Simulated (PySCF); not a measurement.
**UHF on Ne (neon, neutral)**

Configuration: [Ne], closed-shell 1S. All numbers are calculated (PySCF 2.14, scalar relativity by spin-free X2C-1e, in jorge-DZP-DKH (4s2p1d, 15 functions)).

```
Total energy                        : -128.659919 hartree
One-electron energy                 : -182.7691 hartree
Hartree (Coulomb) energy            : 66.2422 hartree
Exchange energy                     : -12.1330 hartree
⟨S²⟩                                : 0.0000
⟨L²⟩                                : 0.000
Sum of ⟨r⟩                          : 7.867 bohr
Sum of ⟨r²⟩                         : 9.254 bohr²
Langevin diamagnetic susceptibility : -7.33 ×10⁻⁶ cm³/mol
Time after the integrals            : 0.03 s of wall time on 1 thread of Neoverse-V2 (shared host)
```

```json
{"shell": "1s", "electrons": "2", "mean orbital energy (hartree)": "-32.81073", "rms radius, mean of both spins (bohr)": "0.183"}
{"shell": "2s", "electrons": "2", "mean orbital energy (hartree)": "-1.92923", "rms radius, mean of both spins (bohr)": "0.980"}
{"shell": "2p", "electrons": "6", "mean orbital energy (hartree)": "-0.84513", "rms radius, mean of both spins (bohr)": "1.10"}
```
